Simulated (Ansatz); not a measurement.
# Abstraction of H: CH2F2O + GeH(CH3)2 → CHF2O + GeH2(CH3)2

Species: CH2F2O `OC(F)F`, singlet; GeH(CH3)2, doublet; CHF2O `[O]C(F)F`, doublet; GeH2(CH3)2, singlet. A radical takes H: the energy is the difference in strength between the O–H bond broken and the Ge–H bond made.

Shapes, held fixed at every level: PBE0-D4/def2-TZVP. Flexible molecules stand in one conformer, not always the lowest. Programs: Ansatz 0.2.0. The zero-point and thermal change to 298 K, harmonic and unscaled (PBE0-D4/def2-TZVP), is -13.5 kJ/mol.

| level | kind | ΔH(298 K) (kJ/mol) | less CCSD(T)/def2-TZVPP |
| --- | --- | --- | --- |
| MP2/def2-SVP | perturbation theory | +131.7 | +18.4 |
| MP2/def2-TZVPP | perturbation theory | +143.0 | +29.7 |
| SPW92/def2-TZVPP | LDA | +134.2 | +20.9 |
| r2SCAN-D4/def2-TZVPP | meta-GGA | +105.5 | -7.8 |
| B3LYP-D4/def2-TZVPP | global hybrid | +106.7 | -6.6 |
| PBE0-D4/def2-TZVPP | global hybrid | +110.9 | -2.4 |
| r2SCAN0-D4/def2-TZVPP | global hybrid | +104.0 | -9.3 |
| CCSD(T)/def2-TZVPP | coupled cluster or CI | +113.3 | 0.0 |

The highest level, CCSD(T)/def2-TZVPP, gives ΔH(298 K) = +113.3 kJ/mol; the levels span +104.0 to +143.0. The column of differences is taken from that level and isn't an error. No measured value is set beside it here. Open shells run unrestricted. Relativity is left out for Ge. Outer-core shells of Ge are correlated, in sets that cover them unevenly.
